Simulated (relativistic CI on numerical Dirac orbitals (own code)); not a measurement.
The 3d ions of charge 4+

Calculated at this level of theory: Dirac-Coulomb-Breit CI, separate exchange-only KLI orbitals for each configuration, model QED (radiative potential, 1s self-energy scaled to tabulated hydrogen-like ionisation energies), valence Slater integrals scaled by 0.75 (own radial code, finite nucleus).

Each species is treated in one configuration, given outside its closed core, with all valence electrons in the open shell. Radial values are for the open shell of highest l, unscaled and averaged over j; ζ includes the Breit term. Labels give the leading LS character, summed over repeated terms.

| Ion | Configuration | Its lowest level | LS weight (%) | ζ (cm⁻¹) | ⟨r⟩ (bohr) | ⟨r²⟩ (bohr²) | g_J | g√(J(J+1)) |
| --- | --- | --- | --- | --- | --- | --- | --- | --- |
| V4+ | 3d | 2D_3/2 | 100 | 234.9 | 1.078 | 1.409 | 0.799 | 1.55 |
| Cr4+ | 3d2 | 3F_2 | 100 | 311.2 | 1.017 | 1.26 | 0.666 | 1.63 |
| Mn4+ | 3d3 | 4F_3/2 | 100 | 403.3 | 0.9638 | 1.135 | 0.399 | 0.77 |
| Fe4+ | 3d4 | 5D_0 | 100 | 513.1 | 0.9162 | 1.029 |  | 0.00 |
| Co4+ | 3d5 | 6S_5/2 | 100 | 642.9 | 0.8734 | 0.9388 | 2.001 | 5.92 |
| Ni4+ | 3d6 | 5D_4 | 100 | 794.6 | 0.8348 | 0.8603 | 1.500 | 6.71 |
| Cu4+ | 3d7 | ? | ? | ? | ? | ? | ? | ? |
| Zn4+ | 3d8 | 3F_4 | 100 | 1174 | 0.7675 | 0.7317 | 1.249 | 5.59 |

(1) Fill in the row of Cu4+.

## Answers

(1) Its lowest level 4F_9/2; LS weight (%) 99; ζ (cm⁻¹) 970.7; ⟨r⟩ (bohr) 0.7996; ⟨r²⟩ (bohr²) 0.7918; g_J 1.332; g√(J(J+1)) 6.63.
